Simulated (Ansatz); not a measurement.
Ideal-gas functions of CHBrI, SMILES `Br[CH]I` radical at 298.15 K and 1 bar, from an Ansatz frequency run at PBE0-D4/def2-TZVP.

Molar mass 219.83 g/mol, point group C1 (symmetry number 1), electronic degeneracy 2, moments of inertia 13.724, 569.957, 583.482 u Å². Harmonic wavenumbers (cm⁻¹, unscaled): 156, 301, 569, 777, 1155, 3236.

Use S(trans) = R[1.5 ln M + 2.5 ln T − 1.1517]; rotational temperatures θ = 24.2544 K / I; S(rot) = R[ln(√π/σ · √(T³/θAθBθC)) + 1.5]; for each mode x = 1.438777 ν̃/T, S = R[x/(eˣ − 1) − ln(1 − e⁻ˣ)] and H = RT x/(eˣ − 1); 1 cm⁻¹ = 0.0119627 kJ/mol; R = 8.31446 J/(mol·K).

**Question.** By hand: the entropy, in J/(mol·K).

**Answer.** Translation 176.1. Rotation: θ = 1.7673, 0.0426, 0.0416 K, giving 112.3. Vibration, mode by mode: 10.87, 5.91, 2.12, 0.95, 0.21, 0.00, in all 20.0. Electronic 5.8. Sum 314.2 J/(mol·K).

**Question.** By hand: H − E and G − E in kJ/mol, counted from the electronic energy.

**Answer.** Zero-point energy ½ × 6194 × 0.0119627 = 37.0; thermal vibration 3.5; translation, rotation and pV give 4 RT = 9.9. H − E = 50.4 kJ/mol, and G − E = 50.4 − 298.15 × 314.2/1000 = -43.3 kJ/mol.

Vibration gives 6 % of the entropy. The sum counts one conformer and one mirror image; others add a mixing term.
